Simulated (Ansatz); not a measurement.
**Molecular dynamics of C$_{4}$H$_{9}$FSi**

input.yaml

```yaml
crystal:
  periodic: [false, false, false]
  atoms:
    - { symbol: C, position_ang: [0.954845, -2.680145, -0.046068] }
    - { symbol: C, position_ang: [0.943141, -1.177145, -0.035606] }
    - { symbol: C, position_ang: [-0.085583, -0.396777, 0.376787] }
    - { symbol: Si, position_ang: [0.015443, 1.48081, 0.318867] }
    - { symbol: C, position_ang: [-1.533154, 2.271658, -0.449791] }
    - { symbol: F, position_ang: [0.168127, 2.119746, 1.916123] }
    - { symbol: H, position_ang: [1.118986, -3.070332, -1.068973] }
    - { symbol: H, position_ang: [0.009234, -3.098098, 0.337068] }
    - { symbol: H, position_ang: [1.784129, -3.071033, 0.574354] }
    - { symbol: H, position_ang: [1.861618, -0.692912, -0.403864] }
    - { symbol: H, position_ang: [-1.00113, -0.872623, 0.75566] }
    - { symbol: H, position_ang: [1.288976, 1.853242, -0.421071] }
    - { symbol: H, position_ang: [-1.465281, 3.371248, -0.439162] }
    - { symbol: H, position_ang: [-1.645614, 1.936563, -1.495194] }
    - { symbol: H, position_ang: [-2.435638, 1.974999, 0.11017] }
basis:
  gaussian: { orbitals: "6-31G" }
hamiltonian:
  xc: pbe
  dispersion: d4
md:
  timestep: 0.5
  n_steps: 600
  ensemble: nve
  temperature: 1000.0
  initial_velocities: maxwell_boltzmann
  seed: 114185
  masses: [{ species: H, mass: 2.014 }]
scf:
  lower_state_search: "off"
```

Command:

```bash
$ ansatz run input.yaml --threads 2 --pin off --max-ram 3072MiB --backend cpu --events-out ev --progress --plain --runs-dir out
```

It starts from a relaxed structure.

Output, in part (step lines, the closing report, with atoms numbered from 0):

```
md step     0: t =     0.00 fs  T =  1000.0 K  F+E_penalty+E_count = -14875.51986944 eV  E_kin = 1.680380 eV  conserved = -14873.83948946 eV  (15 SCF iters)
[... lines left out ...]
Total energy: -14874.60278381 eV, -546.6315699373 hartree
Atom 0 at     0.938225    -2.454810     0.503992 Å, force    -0.003185    -0.455193    -0.481577 eV/Å
Atom 1 at     0.655354    -0.999977     0.542749 Å, force     1.237190     0.693038     1.050666 eV/Å
Atom 2 at    -0.167235    -0.328885    -0.282523 Å, force    -1.634041    -0.807266    -0.058436 eV/Å
Atom 3 at    -0.050020     1.485078     0.022608 Å, force    -1.666871     1.117981     1.198423 eV/Å
Atom 4 at    -1.913397     2.248387     0.038984 Å, force     1.284832    -1.095935    -0.045168 eV/Å
Atom 5 at     0.965855     1.728707     1.447899 Å, force    -0.759345    -0.119742    -0.369026 eV/Å
Atom 6 at     1.819072    -2.547792    -0.154991 Å, force     0.179631    -0.331670    -0.100982 eV/Å
Atom 7 at     0.115362    -3.036997     0.032717 Å, force     0.199609     0.147307     0.193345 eV/Å
Atom 8 at     1.228003    -2.914546     1.453371 Å, force    -0.116049     0.015337     0.345598 eV/Å
Atom 9 at     1.299807    -0.319662     1.236932 Å, force    -0.735515    -1.408708    -0.875772 eV/Å
Atom 10 at    -0.975586    -0.834588    -0.920340 Å, force     1.246279     0.622091     0.594166 eV/Å
Atom 11 at     0.836734     2.007099    -0.965493 Å, force     0.801291     1.071620    -1.360959 eV/Å
Atom 12 at    -2.004766     3.110062    -0.631782 Å, force    -0.134798    -0.183393    -0.325897 eV/Å
Atom 13 at    -2.459473     1.328279    -0.243536 Å, force    -0.211072     0.357679    -0.705337 eV/Å
Atom 14 at    -2.386067     2.501883     0.977694 Å, force     0.312043     0.376854     0.940955 eV/Å
Dipole moment:    -0.316812    -0.266489    -0.288386 e Å
```

The steps, from the saved trajectory:

```json
{"time (fs)": "0.0", "T (K)": "1000", "potential energy less start (eV)": "0.000", "conserved less start (meV/atom)": "0.00"}
{"time (fs)": "10.0", "T (K)": "472", "potential energy less start (eV)": "0.890", "conserved less start (meV/atom)": "0.18"}
{"time (fs)": "20.0", "T (K)": "482", "potential energy less start (eV)": "0.874", "conserved less start (meV/atom)": "0.19"}
{"time (fs)": "30.0", "T (K)": "534", "potential energy less start (eV)": "0.785", "conserved less start (meV/atom)": "0.09"}
{"time (fs)": "40.0", "T (K)": "413", "potential energy less start (eV)": "0.988", "conserved less start (meV/atom)": "0.17"}
{"time (fs)": "50.0", "T (K)": "494", "potential energy less start (eV)": "0.852", "conserved less start (meV/atom)": "0.15"}
{"time (fs)": "60.0", "T (K)": "594", "potential energy less start (eV)": "0.684", "conserved less start (meV/atom)": "0.06"}
{"time (fs)": "70.0", "T (K)": "495", "potential energy less start (eV)": "0.850", "conserved less start (meV/atom)": "0.15"}
{"time (fs)": "80.0", "T (K)": "529", "potential energy less start (eV)": "0.793", "conserved less start (meV/atom)": "0.13"}
{"time (fs)": "90.0", "T (K)": "604", "potential energy less start (eV)": "0.667", "conserved less start (meV/atom)": "0.11"}
{"time (fs)": "100.0", "T (K)": "408", "potential energy less start (eV)": "0.998", "conserved less start (meV/atom)": "0.20"}
{"time (fs)": "110.0", "T (K)": "503", "potential energy less start (eV)": "0.838", "conserved less start (meV/atom)": "0.15"}
{"time (fs)": "120.0", "T (K)": "532", "potential energy less start (eV)": "0.789", "conserved less start (meV/atom)": "0.14"}
{"time (fs)": "130.0", "T (K)": "518", "potential energy less start (eV)": "0.812", "conserved less start (meV/atom)": "0.11"}
{"time (fs)": "140.0", "T (K)": "625", "potential energy less start (eV)": "0.631", "conserved less start (meV/atom)": "0.09"}
{"time (fs)": "150.0", "T (K)": "556", "potential energy less start (eV)": "0.747", "conserved less start (meV/atom)": "0.13"}
{"time (fs)": "160.0", "T (K)": "394", "potential energy less start (eV)": "1.020", "conserved less start (meV/atom)": "0.15"}
{"time (fs)": "170.0", "T (K)": "515", "potential energy less start (eV)": "0.817", "conserved less start (meV/atom)": "0.13"}
{"time (fs)": "180.0", "T (K)": "544", "potential energy less start (eV)": "0.768", "conserved less start (meV/atom)": "0.19"}
{"time (fs)": "190.0", "T (K)": "465", "potential energy less start (eV)": "0.902", "conserved less start (meV/atom)": "0.19"}
{"time (fs)": "200.0", "T (K)": "615", "potential energy less start (eV)": "0.648", "conserved less start (meV/atom)": "0.06"}
{"time (fs)": "210.0", "T (K)": "446", "potential energy less start (eV)": "0.934", "conserved less start (meV/atom)": "0.15"}
{"time (fs)": "220.0", "T (K)": "482", "potential energy less start (eV)": "0.873", "conserved less start (meV/atom)": "0.16"}
{"time (fs)": "230.0", "T (K)": "479", "potential energy less start (eV)": "0.877", "conserved less start (meV/atom)": "0.09"}
{"time (fs)": "240.0", "T (K)": "401", "potential energy less start (eV)": "1.009", "conserved less start (meV/atom)": "0.18"}
{"time (fs)": "250.0", "T (K)": "554", "potential energy less start (eV)": "0.753", "conserved less start (meV/atom)": "0.18"}
{"time (fs)": "260.0", "T (K)": "477", "potential energy less start (eV)": "0.881", "conserved less start (meV/atom)": "0.14"}
{"time (fs)": "270.0", "T (K)": "621", "potential energy less start (eV)": "0.639", "conserved less start (meV/atom)": "0.11"}
{"time (fs)": "280.0", "T (K)": "620", "potential energy less start (eV)": "0.641", "conserved less start (meV/atom)": "0.11"}
{"time (fs)": "290.0", "T (K)": "428", "potential energy less start (eV)": "0.962", "conserved less start (meV/atom)": "0.12"}
{"time (fs)": "300.0", "T (K)": "455", "potential energy less start (eV)": "0.917", "conserved less start (meV/atom)": "0.13"}
```

The run went to its last step. The conserved energy stayed within 0.26 meV per atom of its start (net change 0.13 meV per atom), so the integration is sound. The temperature averaged 0.50 of the 1000 K drawn at the start: a run that starts near a minimum puts about half its kinetic energy into the potential. A run of 0.3 ps of so small a system gives no equilibrium averages. Limits of this set-up: no polarisation functions.

The same pairs are bonded in the first frame and the last. Pairs count as bonded within 1.25 times the sum of covalent radii (0.12 Å more for H–H).

Last frame:

```xyz
15
Properties=species:S:1:pos:R:3
C 0.938 -2.455 0.504
C 0.655 -1.000 0.543
C -0.167 -0.329 -0.282
Si -0.050 1.485 0.023
C -1.913 2.248 0.039
F 0.966 1.729 1.448
H 1.819 -2.548 -0.155
H 0.115 -3.037 0.033
H 1.228 -2.914 1.453
H 1.300 -0.320 1.237
H -0.976 -0.835 -0.920
H 0.837 2.007 -0.966
H -2.005 3.110 -0.632
H -2.459 1.328 -0.243
H -2.386 2.502 0.978
```

The run took 31 min on 2 threads of Arm Neoverse N1, on a shared host, peak memory 0.14 GiB.
